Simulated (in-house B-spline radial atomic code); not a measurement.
Ru³⁺. Computed with a B-spline radial atomic code. Model: all-electron spherical atom, spin shells full or empty, radial basis limit, no spin-orbit coupling, Breit or QED, empty-state partial waves extrapolated as (l+1/2)^-4, RPA, G0W0 and static COHSEX of the highest shell as one setting changes (uncorrelated shells keep exact exchange).

Given: element Ru; charge 3; filled core Kr; hamiltonian one-electron scalar X2C; mean-field start r2SCAN; highest l of empty states 9; nuclear rms radius 4.4809 fm; highest mean-field shell 4d up.

Shell: 4d 5 0 (electrons up and down).

```json
{"lowest nl shells left uncorrelated": "0", "RPA correlation energy (hartree)": "-3.0606", "G0W0 level (eV)": "-46.056", "G0W0 minus most complete (meV)": "0", "COHSEX level (eV)": "-49.009", "linearised minus solved G0W0 (meV)": "-45.2"}
{"lowest nl shells left uncorrelated": "1", "RPA correlation energy (hartree)": "-2.8949", "G0W0 level (eV)": "-46.056", "G0W0 minus most complete (meV)": "0.1", "COHSEX level (eV)": "-49.009", "linearised minus solved G0W0 (meV)": "-45.2"}
{"lowest nl shells left uncorrelated": "2", "RPA correlation energy (hartree)": "?", "G0W0 level (eV)": "?", "G0W0 minus most complete (meV)": "?", "COHSEX level (eV)": "?", "linearised minus solved G0W0 (meV)": "?"}
{"lowest nl shells left uncorrelated": "3", "RPA correlation energy (hartree)": "-2.1724", "G0W0 level (eV)": "-46.045", "G0W0 minus most complete (meV)": "11.5", "COHSEX level (eV)": "-49.011", "linearised minus solved G0W0 (meV)": "-45"}
{"lowest nl shells left uncorrelated": "4", "RPA correlation energy (hartree)": "-1.9962", "G0W0 level (eV)": "-46.039", "G0W0 minus most complete (meV)": "17", "COHSEX level (eV)": "-48.997", "linearised minus solved G0W0 (meV)": "-44.9"}
{"lowest nl shells left uncorrelated": "5", "RPA correlation energy (hartree)": "-1.4847", "G0W0 level (eV)": "-46.019", "G0W0 minus most complete (meV)": "37.3", "COHSEX level (eV)": "-48.946", "linearised minus solved G0W0 (meV)": "-44.4"}
{"lowest nl shells left uncorrelated": "6", "RPA correlation energy (hartree)": "-0.7032", "G0W0 level (eV)": "-45.941", "G0W0 minus most complete (meV)": "115.9", "COHSEX level (eV)": "-48.74", "linearised minus solved G0W0 (meV)": "-43"}
{"lowest nl shells left uncorrelated": "7", "RPA correlation energy (hartree)": "?", "G0W0 level (eV)": "?", "G0W0 minus most complete (meV)": "?", "COHSEX level (eV)": "?", "linearised minus solved G0W0 (meV)": "?"}
{"lowest nl shells left uncorrelated": "8", "RPA correlation energy (hartree)": "-0.14703", "G0W0 level (eV)": "-46.051", "G0W0 minus most complete (meV)": "5.1", "COHSEX level (eV)": "-48.179", "linearised minus solved G0W0 (meV)": "-49.7"}
```

(1) What follows for lowest nl shells left uncorrelated = 7?

(2) What follows for lowest nl shells left uncorrelated = 2?

## Answers

(1) RPA correlation energy -0.55743 hartree; G0W0 level -45.952 eV; G0W0 minus most complete 104.7 meV; COHSEX level -48.635 eV; linearised minus solved G0W0 -43.8 meV.

(2) RPA correlation energy -2.7069 hartree; G0W0 level -46.053 eV; G0W0 minus most complete 3.2 meV; COHSEX level -49.006 eV; linearised minus solved G0W0 -45.1 meV.
